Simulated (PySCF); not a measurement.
## What builds the second ionisation energy along group 12

All values are computed (PySCF 2.14, energy differences of UHF-based or UKS calculations, no spin-orbit coupling). Each column adds one step, in eV (sums use unrounded values): valence MP2, valence CCSD, valence triples, then the next inner shell at CCSD(T) (Zn 3s 3p, Cd 4s 4p, Hg 5s 5p). References (NIST) marked * lie between the lowest fine-structure levels; the others compare directly ((s) semi-empirical, (t) theoretical).

```
                                                                                              element     UHF  + MP2  + CCSD  + (T)  + inner shell     sum  reference
                                         Zn [Ar] 3d10 4s1 → [Ar] 3d10 (def2-TZVPPD, non-relativistic)  16.589  0.825  -0.104  0.052          0.025  17.387     17.964
          Cd [Kr] 4d10 5s1 → [Kr] 4d10 (def2-TZVPPD with the def2 core potential (28 electrons), ECP)  15.586  1.116  -0.169  0.057          0.107  16.696     16.908
Hg [Xe] 4f14 5d10 6s1 → [Xe] 4f14 5d10 (def2-TZVPPD with the def2 core potential (60 electrons), ECP)  17.144  1.480  -0.246  0.073          0.122  18.573     18.757
```

What remains against the references is mostly basis incompleteness.

These are valence bases, so the inner-shell step is incomplete.
